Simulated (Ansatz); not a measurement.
## Molecular dynamics of Cl2FGeH5Si

input.yaml

```yaml
crystal:
  periodic: [false, false, false]
  atoms:
    - { symbol: Ge, position_ang: [0.144455, 0.176142, 0.074109] }
    - { symbol: Cl, position_ang: [0.883663, -0.906378, 2.260989] }
    - { symbol: Cl, position_ang: [1.542684, -0.90695, -1.108652] }
    - { symbol: F, position_ang: [-0.229348, 1.533444, -1.013854] }
    - { symbol: H, position_ang: [-1.251062, -0.367297, 0.332659] }
    - { symbol: Si, position_ang: [1.270747, 2.352348, 1.07523] }
    - { symbol: H, position_ang: [2.06097, 2.375529, 2.340942] }
    - { symbol: H, position_ang: [2.139611, 2.592182, -0.102393] }
    - { symbol: H, position_ang: [0.07735, 3.228577, 1.175055] }
    - { symbol: H, position_ang: [0.979729, 0.655305, 1.567814] }
basis:
  gaussian: { orbitals: def2-SVP }
hamiltonian:
  xc: pbe0
  dispersion: d4
md:
  timestep: 0.5
  n_steps: 200
  ensemble: nve
  temperature: 300.0
  initial_velocities: maxwell_boltzmann
  seed: 5356
```

Command:

```bash
$ ansatz run input.yaml --threads 4 --pin off --max-ram 5120MiB --backend cpu --events-out ev --progress --plain --runs-dir out
```

It starts at the highest image of a converged band. Of that band: Neighbouring images differ by up to 2.1 eV, so the band resolves the path poorly. A vibrational analysis at the climbing image gives one clearly imaginary mode, 943i cm⁻¹: a first-order saddle point.

Output, in part (step lines, the closing report, with atoms numbered from 0):

```
md step     0: t =     0.00 fs  T =   300.0 K  F+E_penalty+E_count = -92199.25963121 eV  E_kin = 0.310224 eV  conserved = -92198.94940721 eV  (28 SCF iters)
md step     1: t =     0.50 fs  T =   297.6 K  F+E_penalty+E_count = -92199.25714716 eV  E_kin = 0.307764 eV  conserved = -92198.94938336 eV  (31 SCF iters)
md step     2: t =     1.00 fs  T =   290.8 K  F+E_penalty+E_count = -92199.25004279 eV  E_kin = 0.300719 eV  conserved = -92198.94932396 eV  (26 SCF iters)
md step     3: t =     1.50 fs  T =   280.5 K  F+E_penalty+E_count = -92199.23925163 eV  E_kin = 0.290010 eV  conserved = -92198.94924181 eV  (27 SCF iters)
md step     4: t =     2.00 fs  T =   267.8 K  F+E_penalty+E_count = -92199.22607132 eV  E_kin = 0.276920 eV  conserved = -92198.94915092 eV  (27 SCF iters)
md step     5: t =     2.50 fs  T =   254.2 K  F+E_penalty+E_count = -92199.21194286 eV  E_kin = 0.262878 eV  conserved = -92198.94906440 eV  (26 SCF iters)
md step     6: t =     3.00 fs  T =   241.0 K  F+E_penalty+E_count = -92199.19825328 eV  E_kin = 0.249262 eV  conserved = -92198.94899106 eV  (25 SCF iters)
md step     7: t =     3.50 fs  T =   229.4 K  F+E_penalty+E_count = -92199.18618566 eV  E_kin = 0.237248 eV  conserved = -92198.94893726 eV  (25 SCF iters)
[... lines left out ...]
Total energy: -92201.13060364 eV, -3388.3290535130 hartree
Atom 0 at    -0.033992    -0.423046    -0.082343 Å, force     0.178127     1.749882     2.138119 eV/Å
Atom 1 at     0.590375    -0.851324     2.019917 Å, force    -0.613166     0.174344    -1.359670 eV/Å
Atom 2 at     1.562286    -1.002234    -1.272529 Å, force     0.648746    -0.341333    -0.714246 eV/Å
Atom 3 at    -0.003240     1.372494    -0.105428 Å, force    -0.336260    -1.718044    -0.119392 eV/Å
Atom 4 at    -1.388611    -1.017221    -0.483348 Å, force     0.119129     0.186123     0.080642 eV/Å
Atom 5 at     1.857963     3.855349     1.382330 Å, force    -1.123744    -1.090445    -0.501451 eV/Å
Atom 6 at     2.903372     4.730472     1.857243 Å, force     0.813575     0.680024    -0.060851 eV/Å
Atom 7 at     2.219005     2.847489     0.313193 Å, force     0.255153     0.457078     0.230481 eV/Å
Atom 8 at     0.649345     4.601611     0.882374 Å, force     0.261309     0.046002     0.133248 eV/Å
Atom 9 at     1.483685     3.067148     2.580918 Å, force    -0.202869    -0.143631     0.173119 eV/Å
Dipole moment:    -0.336139    -0.376522    -0.304727 e Å
```

The steps, from the saved trajectory:

```json
{"time (fs)": "0", "T (K)": "300", "potential energy less start (eV)": "0.000", "conserved less start (meV/atom)": "0.00"}
{"time (fs)": "3", "T (K)": "241", "potential energy less start (eV)": "0.061", "conserved less start (meV/atom)": "0.04"}
{"time (fs)": "6", "T (K)": "211", "potential energy less start (eV)": "0.092", "conserved less start (meV/atom)": "0.04"}
{"time (fs)": "9", "T (K)": "216", "potential energy less start (eV)": "0.087", "conserved less start (meV/atom)": "0.02"}
{"time (fs)": "12", "T (K)": "203", "potential energy less start (eV)": "0.101", "conserved less start (meV/atom)": "0.06"}
{"time (fs)": "15", "T (K)": "303", "potential energy less start (eV)": "-0.003", "conserved less start (meV/atom)": "0.01"}
{"time (fs)": "18", "T (K)": "347", "potential energy less start (eV)": "-0.048", "conserved less start (meV/atom)": "0.03"}
{"time (fs)": "21", "T (K)": "400", "potential energy less start (eV)": "-0.103", "conserved less start (meV/atom)": "0.03"}
{"time (fs)": "24", "T (K)": "462", "potential energy less start (eV)": "-0.167", "conserved less start (meV/atom)": "0.01"}
{"time (fs)": "27", "T (K)": "503", "potential energy less start (eV)": "-0.209", "conserved less start (meV/atom)": "0.05"}
{"time (fs)": "30", "T (K)": "642", "potential energy less start (eV)": "-0.353", "conserved less start (meV/atom)": "0.02"}
{"time (fs)": "33", "T (K)": "777", "potential energy less start (eV)": "-0.493", "conserved less start (meV/atom)": "0.04"}
{"time (fs)": "36", "T (K)": "954", "potential energy less start (eV)": "-0.676", "conserved less start (meV/atom)": "0.02"}
{"time (fs)": "39", "T (K)": "1083", "potential energy less start (eV)": "-0.810", "conserved less start (meV/atom)": "0.00"}
{"time (fs)": "42", "T (K)": "1120", "potential energy less start (eV)": "-0.848", "conserved less start (meV/atom)": "0.03"}
{"time (fs)": "45", "T (K)": "1156", "potential energy less start (eV)": "-0.885", "conserved less start (meV/atom)": "0.01"}
{"time (fs)": "48", "T (K)": "1132", "potential energy less start (eV)": "-0.859", "conserved less start (meV/atom)": "0.05"}
{"time (fs)": "51", "T (K)": "1195", "potential energy less start (eV)": "-0.925", "conserved less start (meV/atom)": "0.03"}
{"time (fs)": "54", "T (K)": "1277", "potential energy less start (eV)": "-1.010", "conserved less start (meV/atom)": "0.01"}
{"time (fs)": "57", "T (K)": "1330", "potential energy less start (eV)": "-1.064", "conserved less start (meV/atom)": "0.04"}
{"time (fs)": "60", "T (K)": "1419", "potential energy less start (eV)": "-1.157", "conserved less start (meV/atom)": "0.00"}
{"time (fs)": "63", "T (K)": "1429", "potential energy less start (eV)": "-1.167", "conserved less start (meV/atom)": "0.05"}
{"time (fs)": "66", "T (K)": "1517", "potential energy less start (eV)": "-1.258", "conserved less start (meV/atom)": "0.04"}
{"time (fs)": "69", "T (K)": "1650", "potential energy less start (eV)": "-1.396", "conserved less start (meV/atom)": "0.03"}
{"time (fs)": "72", "T (K)": "1806", "potential energy less start (eV)": "-1.557", "conserved less start (meV/atom)": "0.04"}
{"time (fs)": "75", "T (K)": "1967", "potential energy less start (eV)": "-1.724", "conserved less start (meV/atom)": "0.00"}
{"time (fs)": "78", "T (K)": "2020", "potential energy less start (eV)": "-1.778", "conserved less start (meV/atom)": "0.03"}
{"time (fs)": "81", "T (K)": "2105", "potential energy less start (eV)": "-1.866", "conserved less start (meV/atom)": "0.02"}
{"time (fs)": "84", "T (K)": "2153", "potential energy less start (eV)": "-1.916", "conserved less start (meV/atom)": "0.01"}
{"time (fs)": "87", "T (K)": "2143", "potential energy less start (eV)": "-1.905", "conserved less start (meV/atom)": "0.05"}
{"time (fs)": "90", "T (K)": "2201", "potential energy less start (eV)": "-1.966", "conserved less start (meV/atom)": "0.00"}
{"time (fs)": "93", "T (K)": "2175", "potential energy less start (eV)": "-1.939", "conserved less start (meV/atom)": "0.03"}
{"time (fs)": "96", "T (K)": "2165", "potential energy less start (eV)": "-1.928", "conserved less start (meV/atom)": "0.02"}
{"time (fs)": "99", "T (K)": "2137", "potential energy less start (eV)": "-1.899", "conserved less start (meV/atom)": "0.01"}
```

All steps were run. The conserved energy stayed within 0.061 meV per atom of its start (net change 0.034 meV per atom), so the integration is sound. The kinetic energy rose, since the run started high on the potential surface and went downhill. It ends in pieces (Cl2FGeH + H4Si), so much of that is their flight and rotation, not heat. A run of 0.1 ps of so small a system gives no equilibrium averages. The orbitals stay closed-shell, which can raise the energy where a bond breaks towards radicals; this wasn't checked here.

Between its relaxed ends the band would form Ge1–Si6, Cl2–H10 and break Ge1–Cl2, Si6–H10. These pairs go: Ge1–Si6 2.65 → 4.90 Å, Cl2–H10 1.71 → 4.06 Å, Ge1–Cl2 2.55 → 2.23 Å, Si6–H10 1.79 → 1.48 Å. In the last frame they stand as before the step (other bonds may differ from the relaxed reactants and products). Also parted: Ge1–H10 1.78 → 4.65 Å. It ends as Cl2FGeH + H4Si. Pairs count as bonded within 1.25 times the sum of covalent radii (0.12 Å more for H–H).

Last frame:

```xyz
10
Properties=species:S:1:pos:R:3
Ge -0.034 -0.423 -0.082
Cl 0.590 -0.851 2.020
Cl 1.562 -1.002 -1.272
F -0.003 1.373 -0.105
H -1.389 -1.017 -0.483
Si 1.858 3.855 1.382
H 2.903 4.731 1.857
H 2.219 2.848 0.313
H 0.649 4.602 0.882
H 1.484 3.067 2.581
```

Time of the run: 8.8 min on 4 threads of Arm Neoverse V1 (shared host), peak memory 0.36 GiB.
